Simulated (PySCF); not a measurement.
**Titanium: a sound run and one with changed settings**

Sound run: Ti+ [Ar] 3d2 4s1, Ti(2+) [Ar] 3d2. All numbers are calculated (PySCF 2.14, no relativity, point nucleus, in def2-TZVP (6s4p4d1f, 45 functions)). The sound run starts from symmetry-adapted Hartree-Fock orbitals and uses a fine grid where one is needed.

Changed run: initial guess atom, at most 50 SCF cycles, level shift 2.0 hartree.

| species | method | sound run (hartree) | changed run (hartree) | converged |
| --- | --- | --- | --- | --- |
| Ti+ | UHF | -848.19141 | -848.14548 | no |
| Ti+ | M06-2X | -849.06388 | -849.06386 | no |
| Ti+ | PBE | -848.85884 | -848.85586 | no |
| Ti(2+) | UHF | -847.71881 | -847.53840 | no |
| Ti(2+) | M06-2X | -848.56923 | -848.38354 | no |
| Ti(2+) | PBE | -848.34829 | -848.25195 | no |

A level shift slows the SCF but leaves a converged energy unchanged.
